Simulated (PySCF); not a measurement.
Work out the structure from these simulated measurements.

Formula: C4H6SSi.

| Quantity | Value |
| --- | --- |
| UV, first state | lowest singlet excitation: 5.49 eV (226 nm, f = 0.167) [TDDFT PBE0/def2-SVPD] |
| NMR, other nuclei | isotropic shieldings of nuclei other than C and H, by class: 429 (1 Si), 256 (1 S) ppm [GIAO KT2/pcSseg-2] |
| Valence photoelectron | vertical ionisation energy: 8.85 eV [ΔSCF PBE0/def2-SVPD] |
| Polarisability | 91.4 au [PBE0/def2-SVPD] |
| Triplet | lowest triplet excitation (Tamm–Dancoff): 3.63 eV [TDA PBE0/def2-SVPD] |
| 13C NMR | chemical shifts (computed TMS as zero) by class: 137.0 (1 C), 133.7 (1 C), 125.9 (1 C), 125.7 (1 C) ppm [GIAO KT2/pcSseg-2] |
| Dipole | 1.04 D [PBE0/def2-SVPD] |
| Rotational structure | rotational constants A, B, C: 5.139, 1.747, 1.324 GHz [PBE0-D3(BJ)/def2-SVP] |
| 1H NMR | chemical shifts (computed TMS as zero) by class: 7.67 (1 H), 7.47 (1 H), 7.27 (1 H), 4.75 (3 H) ppm [GIAO KT2/pcSseg-2] |

The electronic properties come from PySCF, for the isolated species, density fitting. Levels stand in brackets. Geometry: PBE0-D3(BJ)/def2-SVP; no solvent, vibrations or thermal averaging. Each NMR value is the plain mean over a class of atoms that symmetry, rotation or inversion makes alike.

Q: What is the compound? Reason from the data.

A: Numbering: `[SiH3:1][c:2]1[cH:3][cH:4][cH:5][s:6]1`. Its formula, C4H6SSi, gives 3 degrees of unsaturation: 1 ring and 2 π bonds in the structure found (Kekulé form). 4 carbons fall into 4 classes; from least to most shielded: aromatic CH carbon [C3] (137.0 ppm), aromatic CH next to a ring sulfur [C5] (133.7 ppm), aromatic CH carbon [C4] (125.9 ppm), substituted aromatic carbon [C2] (125.7 ppm). Hydrogen classes from least to most shielded: 1 H on an aromatic CH next to a ring sulfur, C5 (7.67 ppm), 1 H on an aromatic CH carbon, C3 (7.47 ppm), 1 H on an aromatic CH carbon, C4 (7.27 ppm), 3 H on an SiH3 silicon, Si1 (4.75 ppm). The other shieldings belong to: 429 ppm, SiH3 silicon [Si1]; 256 ppm, thiophene-type sulfur [S6]. S1 is mainly HOMO→LUMO (weight 0.85); the largest Löwdin shares of the orbital it empties are 0.28 on the substituted aromatic carbon, 0.27 on the aromatic CH next to a ring sulfur, 0.15 on an aromatic CH carbon and 0.13 on an aromatic CH carbon, of the orbital it fills 0.20 on the thiophene-type sulfur, 0.20 on the aromatic CH next to a ring sulfur, 0.20 on the substituted aromatic carbon and 0.14 on an aromatic CH carbon. By its constants the optimised geometry is an asymmetric top. Structure: `[SiH3]c1cccs1`. The assignments are read from this structure; whether some other isomer fits the data as well wasn't checked.
